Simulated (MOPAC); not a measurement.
A run for MOPAC: AM1 on ClHSSn (SMILES [SH][Sn][Cl]), a point of a torsion scan.

```
AM1 1SCF PRECISE CHARGE=0 THREADS=1
ClHSSn

S     -1.39084597 1     0.36736037 1     0.51051491 1
Sn     0.80593848 1     1.12054030 1    -0.35003526 1
Cl     2.08011732 1    -0.83335544 1     0.10317107 1
H     -1.50397627 1    -0.67153655 1    -0.30688171 1
```

Program output:

```
*******************************************************************************
 **                                                                           **
 **                              MOPAC v23.2.5                                **
 **                                                                           **
 *******************************************************************************
 ** MOPAC's Digital Object Identifier: https://doi.org/10.5281/zenodo.6511958 **
 **                                                                           **
 ** Please cite the open-source release paper for use of this MOPAC version:  **
 ** J. E. Moussa and J. J. P. Stewart (2026)                                  **
 ** MOPAC: An open-source semiempirical molecular orbital program             **
 ** J. Open Source Softw., 11(119), 8025, https://doi.org/10.21105/joss.08025 **
 *******************************************************************************

                              AM1 CALCULATION RESULTS

 *******************************************************************************
 *  AM1        - The AM1 Hamiltonian to be used
 *
 *
 *
 *                 CHARGE ON SYSTEM = 0
 *
 *
 *
 *  PRECISE    - TIGHTER CRITERIA TO BE USED
 *  1SCF       - DO 1 SCF AND THEN STOP
 *  THREADS=1  - MULTI-THREADING NOT USED
 *  T=         - A TIME OF 172800.0 SECONDS REQUESTED
 *  DUMP=N     - RESTART FILE WRITTEN EVERY 7200.0 SECONDS REQUESTED
 *******************************************************************************
AM1 1SCF PRECISE CHARGE=0 THREADS=1
 ClHSSn

   ATOM   CHEMICAL          X               Y               Z
  NUMBER   SYMBOL      (ANGSTROMS)     (ANGSTROMS)     (ANGSTROMS)

     1       S         -1.39084597  *   0.36736037  *   0.51051491  *
     2      Sn          0.80593848  *   1.12054030  *  -0.35003526  *
     3      Cl          2.08011732  *  -0.83335544  *   0.10317107  *
     4       H         -1.50397627  *  -0.67153655  *  -0.30688171  *



          CARTESIAN COORDINATES

    NO.       ATOM           X           Y           Z

     1         S         -1.3908      0.3674      0.5105
     2        Sn          0.8059      1.1205     -0.3500
     3        Cl          2.0801     -0.8334      0.1032
     4         H         -1.5040     -0.6715     -0.3069

  H: (AM1): M.J.S. DEWAR ET AL, J. AM. CHEM. SOC. 107 3902-3909 (1985)
  S: (AM1): M.J.S. DEWAR, Y-C YUAN, INORGANIC CHEMISTRY, 29, 3881:3890,  (1990)
 Cl: (AM1): M.J.S. DEWAR AND E. G. ZOEBISCH, THEOCHEM, 180, 1 (1988).
 Sn: (AM1): J. J. P. STEWART, J. MOL. MOD., 10, 155-164 (2004)

           Empirical Formula: H S Sn Cl  =     4 atoms



      MOLECULAR POINT GROUP   :   C1


      RHF CALCULATION, NO. OF DOUBLY OCCUPIED LEVELS = 9


 -------------------------------------------------------------------------------
 AM1 1SCF PRECISE CHARGE=0 THREADS=1
 ClHSSn



     1SCF WAS SPECIFIED, SO BFGS WAS NOT USED
     SCF FIELD WAS ACHIEVED


                              AM1 CALCULATION
                                                       MOPAC v23.2.5 Linux




          FINAL HEAT OF FORMATION =        -27.68759 KCAL/MOL =    -115.84487 KJ/MOL


          COSMO AREA              =        127.05 SQUARE ANGSTROMS
          COSMO VOLUME            =        120.78 CUBIC ANGSTROMS

          IONIZATION POTENTIAL    =          9.035439 EV
          HOMO LUMO ENERGIES (EV) =         -9.035 -1.853
          NO. OF FILLED LEVELS    =          9
          MOLECULAR WEIGHT        =        187.2109         POINT GROUP:  C1

          MOLECULAR DIMENSIONS (Angstroms)

            Atom       Atom       Distance
           Cl     3    S     1     3.69530
            H     4   Sn     2     2.45239
           Cl     3   Sn     2     0.73028


          SCF CALCULATIONS        =          1





   ATOM   CHEMICAL          X               Y               Z
  NUMBER   SYMBOL      (ANGSTROMS)     (ANGSTROMS)     (ANGSTROMS)

     1       S         -1.39084597  *   0.36736037  *   0.51051491  *
     2      Sn          0.80593848  *   1.12054030  *  -0.35003526  *
     3      Cl          2.08011732  *  -0.83335544  *   0.10317107  *
     4       H         -1.50397627  *  -0.67153655  *  -0.30688171  *

                             CARTESIAN COORDINATES

   1    S       -1.390845970     0.367360370     0.510514910
   2   Sn        0.805938480     1.120540300    -0.350035260
   3   Cl        2.080117320    -0.833355440     0.103171070
   4    H       -1.503976270    -0.671536550    -0.306881710


           Empirical Formula: H S Sn Cl  =     4 atoms



      MOLECULAR POINT GROUP   :   C1


                  EIGENVALUES
 -35.81983 -19.12060 -15.97677 -13.52371 -12.10053 -11.91081 -11.27955  -9.54386
  -9.03544  -1.85266  -1.11484  -0.54425   1.78457


              NET ATOMIC CHARGES AND DIPOLE CONTRIBUTIONS

  ATOM NO.   TYPE          CHARGE      No. of ELECS.   s-Pop       p-Pop
    1          S          -0.532302        6.5323     1.91038     4.62192
    2         Sn           0.869587        3.1304     1.96590     1.16451
    3         Cl          -0.446571        7.4466     1.97509     5.47148
    4          H           0.109287        0.8907     0.89071
 DIPOLE           X         Y         Z       TOTAL
 POINT-CHG.     1.671     5.176    -3.150     6.285
 HYBRID        -0.239    -2.445     0.138     2.461
 SUM            1.432     2.731    -3.011     4.310


          ATOMIC ORBITAL ELECTRON POPULATIONS

     Atom    s        px        py        pz
    1  S   1.91038   1.64438   1.42235   1.55519
    2 Sn   1.96590   0.47616   0.43468   0.25367
    3 Cl   1.97509   1.84245   1.74844   1.88059
    4  H   0.89071

 **********************
 *                    *
 * JOB ENDED NORMALLY *
 *                    *
 **********************




 == MOPAC DONE ==
```

The run finished.

Cost: roughly 0.04 core-seconds.
